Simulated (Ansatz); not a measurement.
A nudged elastic band was laid between two geometries of BrH + FH5OSi2 (11 atoms, charge 0, multiplicity 1).

Computed with Ansatz, RKS PBE-D4/def2-SVP.

- movable images: 7
- climbing image: yes
- spring: 5.0 eV/Å²
- optimiser: quadratic models (default)
- start path: through a guess of the saddle point
- force threshold: 0.05 eV/Å
- iteration limit: 60
- end points: relaxed

First end point:

```xyz
11
Properties=species:S:1:pos:R:3
Si -0.272 0.317 -0.069
O -0.297 -0.293 1.488
Si -1.354 -0.511 2.796
H -2.338 -1.598 2.473
H -0.517 -0.883 3.979
H -2.091 0.777 3.047
F 1.218 -0.013 -0.642
H -0.455 1.803 -0.041
H -1.276 -0.393 -0.926
Br 1.945 -2.709 2.228
H 1.188 -1.562 1.766
```

Last end point:

```xyz
11
Properties=species:S:1:pos:R:3
Si 0.370 -0.181 -0.320
O -0.025 -0.007 2.465
Si -1.502 -0.590 3.061
H -1.899 -1.883 2.395
H -1.434 -0.812 4.549
H -2.505 0.480 2.747
F 0.564 -0.197 -1.945
H 0.960 1.094 0.177
H -1.081 -0.423 -0.068
Br 1.575 -1.928 0.448
H 0.730 -0.618 2.590
```

Task: What changes between the two ends?

Result: Bonds broken: Si1–O2, Br10–H11. Bonds formed: Si1–Br10, O2–H11. BrH + FH5OSi2 becomes BrFH2Si + H4OSi.

Task: Give the energies along the band, and the barrier.

Result: The forces met the threshold. The highest image is number 4 of 0 to 8, 17.9 kcal/mol above the first end and 15.1 kcal/mol above the last; the last end lies 2.8 kcal/mol above the first. A structure lower than the first end lies on the path between it and the top, so the climb from that side starts below the end, which may itself be a saddle point or a shallow side well. A vibrational analysis at the climbing image gives one clearly imaginary mode, 86i cm⁻¹: a first-order saddle point. The orbitals stay closed-shell, which can raise the energy where a bond breaks towards radicals; this wasn't checked here.

```csv
image,path coordinate (Å),energy (kcal/mol),Si1–O2 (Å),Br10–H11 (Å),Si1–Br10 (Å)
0,0.00,0.0,1.67,1.45,4.40
1,1.76,-0.5,1.67,1.45,4.39
2,3.52,-1.1,1.68,1.46,4.14
3,5.28,-0.6,1.68,1.46,3.90
4,7.03,17.9,1.88,2.03,2.56
5,8.96,4.2,2.72,2.45,2.27
6,10.90,3.3,2.76,2.75,2.25
7,12.83,3.3,2.79,2.71,2.25
8,14.76,2.8,2.82,2.65,2.26
```

Task: What is the geometry of the highest image?

Result: 
```xyz
11
Properties=species:S:1:pos:R:3
Si 0.045 -0.339 0.036
O -0.231 -0.895 1.811
Si -1.372 -0.263 2.980
H -2.746 -0.589 2.494
H -1.030 -0.996 4.237
H -1.152 1.210 3.108
F 1.063 0.881 -0.364
H -1.212 0.502 0.222
H -0.323 -1.339 -1.010
Br 2.091 -1.772 0.612
H 0.618 -1.465 1.975
```

The band took 38 iterations and of the order of 24 core-minutes.

The run took 6.4 min on 4 threads of Arm Neoverse V1, with other jobs on the host, peak memory 0.18 GiB.
